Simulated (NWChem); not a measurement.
Species: SiH5O4 cation; SMILES O[Si]([OH2+])(O)O

```xyz
10

O     -1.0076     1.2342    -0.5433
Si    -0.0598     0.1364     0.1413
O     -0.6956    -1.0752     0.9898
O      1.3569     0.7425     0.5944
O      0.4708    -0.9878    -1.2074
H     -1.9519     1.1339    -0.7102
H     -0.9042    -1.0621     1.9309
H      1.5235     1.6885     0.6866
H      1.2449    -0.7874    -1.7625
H      0.3992    -1.9454    -1.0389
```
Atoms are numbered in this order, from 1.

The geometry was optimised at PBE0/def2-SVP.

Problem. Give the principal values of the shielding tensors (ppm) of O1, Si2, O3, O4, O5 from Hartree-Fock/6-31G* (spherical d), GIAO (NWChem), with their diamagnetic and paramagnetic parts as GIAO splits them.

Solution. 
```json
[
 {"atom": "O1", "σ11": "276.4", "σ22": "288.4", "σ33": "347.5", "isotropic": "304.1", "diamagnetic": "393.3", "paramagnetic": "-89.1"},
 {"atom": "Si2", "σ11": "463.3", "σ22": "550.9", "σ33": "556.9", "isotropic": "523.7", "diamagnetic": "876.8", "paramagnetic": "-353.1"},
 {"atom": "O3", "σ11": "285.6", "σ22": "289.1", "σ33": "351.6", "isotropic": "308.7", "diamagnetic": "394.0", "paramagnetic": "-85.3"},
 {"atom": "O4", "σ11": "288.6", "σ22": "290.7", "σ33": "350.5", "isotropic": "309.9", "diamagnetic": "393.3", "paramagnetic": "-83.3"},
 {"atom": "O5", "σ11": "257.7", "σ22": "299.9", "σ33": "322.0", "isotropic": "293.2", "diamagnetic": "399.6", "paramagnetic": "-106.4"}
]
```
